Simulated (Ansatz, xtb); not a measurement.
# Two structures of AlFGeH5NO

We compare I, a singlet given by its coordinates, with II, `[NH2][Al]([F])[O][GeH3]`, a singlet. Both are isolated molecules in the gas phase, relaxed with PBE-D3(BJ)/def2-SVP; the shapes shown needn't be the lowest conformers.

I (Å):

```yaml
atoms:
  - { symbol: Al, position_ang: [1.3590, -0.5883, -0.9828] }
  - { symbol: F, position_ang: [0.0709, -1.5344, -0.4220] }
  - { symbol: Ge, position_ang: [1.3401, 1.9969, -0.1020] }
  - { symbol: N, position_ang: [1.9977, 0.3577, 0.7547] }
  - { symbol: O, position_ang: [0.8907, 1.0697, -1.5310] }
  - { symbol: H, position_ang: [2.5447, -1.3406, -1.7328] }
  - { symbol: H, position_ang: [1.4869, 0.0624, 1.5995] }
  - { symbol: H, position_ang: [3.0027, 0.3415, 0.9783] }
  - { symbol: H, position_ang: [0.1710, 2.5710, 0.7375] }
  - { symbol: H, position_ang: [2.5362, 2.9669, -0.2781] }
```

Close contacts (Å): Al1–F2 1.69, Al1–Ge3 2.73, Al1–N4 2.08, Al1–O5 1.81, Ge3–N4 1.96, Ge3–O5 1.76, Al1–H6 1.59, Ge3–H9 1.55, Ge3–H10 1.55, N4–H7 1.03, N4–H8 1.03.

II (Å):

```xyz
10

Al   -0.8168   -0.5805    0.2017
F     0.7193   -1.2535    0.2300
Ge   -0.6313    1.7697    2.5417
N    -1.9991   -1.2294   -0.9394
O    -1.2339    0.6997    1.2461
H    -1.8174   -1.9928   -1.5922
H    -2.9574   -0.8906   -1.0347
H    -0.7423    3.2315    2.0320
H    -1.5342    1.5534    3.7855
H     0.8465    1.4157    2.8698
```

**Question.** Which of the two would you expect CCSD(T)/def2-SVP + ΔMP2/def2-TZVPP electronic energies to favour?

**Answer.** Not settled: CCSD(T)/def2-SVP + ΔMP2/def2-TZVPP gives E(II) − E(I) = −3.4 kcal/mol, but this leans on the basis-set step: CCSD(T) alone gives −0.6 kcal/mol.

Level by level:

```csv
level,geometry,E(II) − E(I) (kcal/mol),departure from the last row (kcal/mol),"job, with rough time for the two"
GFN2-xTB,GFN2-xTB,+0.4,+3.9,"optimisation, 0.25 s"
HF/STO-3G,GFN2-xTB,+7.5,+11.0,"single point, 0.54 s"
r2SCAN-D4/def2-SVP,GFN2-xTB,−3.9,−0.5,"single point, 5.1 s"
PBE-D3(BJ)/def2-SVP,PBE-D3(BJ)/def2-SVP,+2.4,+5.9,"optimisation, 1.8 min"
HF/def2-SVP,PBE-D3(BJ)/def2-SVP,−7.1,−3.6,part of the CCSD(T) run
MP2/def2-SVP,PBE-D3(BJ)/def2-SVP,−0.6,+2.9,part of the CCSD(T) run
CCSD(T)/def2-SVP,PBE-D3(BJ)/def2-SVP,−0.6,+2.8,single point
CCSD(T)/def2-SVP + ΔMP2/def2-TZVPP,PBE-D3(BJ)/def2-SVP,−3.4,,"single point, 53 s"
```

HF/STO-3G, PBE-D3(BJ)/def2-SVP put the two in the other order. GFN2-xTB finds them nearly level. The largest departure from CCSD(T)/def2-SVP + ΔMP2/def2-TZVPP is that of HF/STO-3G, 11.0 kcal/mol. The last row adds to CCSD(T) the change of the MP2 difference between the two basis sets, here −2.8 kcal/mol.

With harmonic frequencies from PBE-D3(BJ)/def2-SVP (ideal gas, rigid rotor, one conformer each, 298.15 K, 1 atm): on the last row, ΔE + ΔZPE = −4.3 kcal/mol. A mode under 50 cm⁻¹ makes harmonic enthalpies and free energies unreliable, so none is given.

The correlated steps freeze 17 core orbitals; the filled d shell of Ge is correlated, in a basis made for valence electrons. Programs: Ansatz 0.2.0, xtb 6.7.1; the last row on 2 threads of Arm Neoverse V1 on a shared host.
